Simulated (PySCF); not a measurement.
How methods differ on the excitation energy of Br⁺

Br⁺ [Ar] 3d10 4s2 4p4 (3P) → Br⁺ [Ar] 3d10 4s1 4p5 (3P), as a difference of total energies. All numbers are calculated (PySCF 2.14, the non-relativistic Hamiltonian (point nucleus), in def2-QZVPPD (12s8p5d4f1g, 98 functions)). Correlated levels: valence: [Ar] 3d10 frozen. The calculations carry no spin-orbit coupling.

```csv
method,excitation energy (cm⁻¹)
UHF,109120
MP2 (valence),100380
SCS-MP2 (valence),99276
CCSD (valence),93574
CCSD(T) (valence),90397
```

These non-relativistic numbers lack the scalar-relativistic shift.

Errors of the correlated levels include the incompleteness of this basis and the frozen core.

The coupled-cluster amplitudes are large for the upper state (T1 above 0.03 or a double amplitude above 0.15), so a single reference is strained.

For comparison: 96173 cm⁻¹ (measured; NIST levels, between the centres of gravity of the two terms).
